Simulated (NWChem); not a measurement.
germanium monoxide (GeO, singlet); SMILES [O]=[Ge]

Results from NWChem. Low-valent species are run as closed-shell singlets; no triplet was tried in these runs. Coordinates come from a PBE0/def2-SVP optimisation. B3LYP is NWChem's, with the RPA form of VWN correlation. Static field.

Q: Among these, which level gives the highest value of “isotropic polarisability (bohr³)”?
A) B3LYP/aug-cc-pVDZ
B) PBE/aug-cc-pVDZ
C) LC-BLYP (range parameter 0.33 per bohr)/aug-cc-pVDZ

A: B, PBE/aug-cc-pVDZ. Values: LC-BLYP (range parameter 0.33 per bohr)/aug-cc-pVDZ 30.8; B3LYP/aug-cc-pVDZ 31.3; PBE/aug-cc-pVDZ 32.3
